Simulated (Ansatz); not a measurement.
Consider the formal exchange of groups at a C–Ga bond: `C=[CH][GaH][GeH3]` + `[F][SnH3]` → `C=[CH][SnH2][F]` + `[GaH2][GeH3]`.

Gas-phase electronic energies from Ansatz, PBE0-D4/def2-TZVP geometries. CCSD(T)/CBS adds triple-zeta CCSD(T) − MP2 to the extrapolated MP2 energy (def2 sets, frozen cores). DFT in def2-TZVPP. def2 core potentials past Kr. For Ga, Ge, Sn outer-core shells are correlated without core-valence functions, which leaves a few kJ/mol of doubt a bond. Scalar relativity is left out up to krypton. Each species was taken in one conformer, which may not be the lowest.

```
            species  r2SCANh-D4 energy (Eh)
`C=[CH][GaH][GeH3]`             -4082.18157
        `[F][SnH3]`              -316.01632
  `C=[CH][SnH2][F]`              -393.39212
     `[GaH2][GeH3]`             -4004.79931
```

(1) Work out ΔE.

Largest T1 diagnostic among the species: 0.014.

Answers

(1) ΔE = (-393.39212) + (-4004.79931) − (-4082.18157) − (-316.01632) = 0.00646 Eh = +17.0 kJ/mol. CCSD(T)/CBS gives +15.5 kJ/mol.

In def2-TZVPP, CCSD(T) changes the Hartree–Fock value by +3.4 kJ/mol (the triples alone add +0.6 kJ/mol) and MP2 by +3.5 kJ/mol. Leaving LDA and LC-ωPBE aside and taking each functional with its dispersion term where it has one, the values, not all of them listed here, spread over 2.4 kJ/mol, from ωB97X-V to r2SCAN0-D4. LDA lies +4.4 kJ/mol from PBE without D4.
